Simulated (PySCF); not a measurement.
# Magnetisability: `c1(C(C)=O)pccs1`, C5H5OPS

Molfile (atoms numbered from 1):
```
C5H5OPS
     RDKit          3D

 13 13  0  0  0  0  0  0  0  0999 V2000
   -2.3603   -0.0178   -0.4079 C   0  0  0  0  0  0  0  0  0  0  0  0
   -1.3778   -0.0026    0.7335 C   0  0  0  0  0  0  0  0  0  0  0  0
   -1.7085    0.0225    1.9024 O   0  0  0  0  0  0  0  0  0  0  0  0
    0.0360   -0.0067    0.3964 C   0  0  0  0  0  0  0  0  0  0  0  0
    1.2059    0.0841    1.6668 P   0  0  0  0  0  0  0  0  0  0  0  0
    2.5520    0.0515    0.5258 C   0  0  0  0  0  0  0  0  0  0  0  0
    2.2639   -0.0271   -0.7956 C   0  0  0  0  0  0  0  0  0  0  0  0
    0.6134   -0.0832   -1.2372 S   0  0  0  0  0  0  0  0  0  0  0  0
   -2.2163    0.8683   -1.0236 H   0  0  0  0  0  0  0  0  0  0  0  0
   -2.1943   -0.8946   -1.0309 H   0  0  0  0  0  0  0  0  0  0  0  0
   -3.3750   -0.0298   -0.0199 H   0  0  0  0  0  0  0  0  0  0  0  0
    3.5735    0.0933    0.8683 H   0  0  0  0  0  0  0  0  0  0  0  0
    2.9831   -0.0575   -1.5957 H   0  0  0  0  0  0  0  0  0  0  0  0
  1  2  1  0
  2  3  2  0
  2  4  1  0
  4  5  2  0
  5  6  1  0
  6  7  2  0
  7  8  1  0
  8  4  1  0
  1  9  1  0
  1 10  1  0
  1 11  1  0
  6 12  1  0
  7 13  1  0
M  END
```

Method: PySCF 2.14.0, GIAO CAM-B3LYP/pcSseg-1 magnetisability, rotational g tensor and spin-rotation constants, non-relativistic, gas phase. Geometry: GFN2-xTB.

**Question.** How diamagnetic is it, and how anisotropic?

**Answer.** Isotropic -1310 × 10⁻³⁰ J/T², or -78.9 × 10⁻⁶ cm³/mol; principal values -2003, -1013, -914 × 10⁻³⁰ J/T², anisotropy 1043 × 10⁻³⁰ J/T² (root of half the summed squared differences of the principal values). The susceptibility is in cgs units.

**Question.** Split it along the inertial axes a, b, c into diamagnetic and paramagnetic parts about the centre of mass, with the quadrupole moment.

**Answer.** 
| axis | χ (10⁻⁶ cm³/mol) | diamagnetic (10⁻⁶ cm³/mol) | paramagnetic (10⁻⁶ cm³/mol) | summed x² of all electrons (Å²) | quadrupole Θ (D Å) |
| --- | --- | --- | --- | --- | --- |
| a | -58.2 | -560.1 | 501.9 | 217.0 | +4.99 |
| b | -57.9 | -982.6 | 924.8 | 117.4 | -2.78 |
| c | -120.6 | -1418.8 | 1298.2 | 14.6 | -2.21 |

Anisotropies 2χaa − χbb − χcc = +62.1 and 2χbb − χaa − χcc = +63.1 × 10⁻⁶ cm³/mol. Θ is traceless in Buckingham's convention.

**Question.** And the rotational g tensor?

**Answer.** 
| axis | rotational constant (GHz) | g | nuclear part | electronic part |
| --- | --- | --- | --- | --- |
| a | 2.5015 | -0.0618 | 0.5281 | -0.5899 |
| b | 1.3615 | -0.0309 | 0.5606 | -0.5915 |
| c | 0.8867 | +0.0059 | 0.5466 | -0.5408 |

Asymmetric top; isotopes 12C, 1H, 16O, 31P, 32S; no vibrational averaging.
